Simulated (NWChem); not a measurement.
H3S2 (+1)

```xyz
5

S     -0.5847    -0.9164     0.0000
S      0.5567     0.8300     0.0000
H      0.5335    -1.6858     0.0000
H     -0.0434     1.5340     1.0045
H     -0.0434     1.5340    -1.0045
```
Charge +1, spin multiplicity 1.

Everything below was run with NWChem. The geometry was optimised at PBE0/def2-SVP, a minimum by its harmonic frequencies. It is one conformer; others weren't searched.

Symmetry labels belong to the abelian group Cs used in the runs, with the axes of the coordinates shown.

The structure started from a generated list of species.

Problem. List the lowest 3 singlet excitations that TD-PBE/aug-cc-pVDZ gives, with oscillator strengths.

Solution. 
```tsv
state	symmetry	energy (eV)	wavelength (nm)	f
1	a"	4.02	308	0.001
2	a'	5.65	219	0.019
3	a"	5.85	212	0.001
```
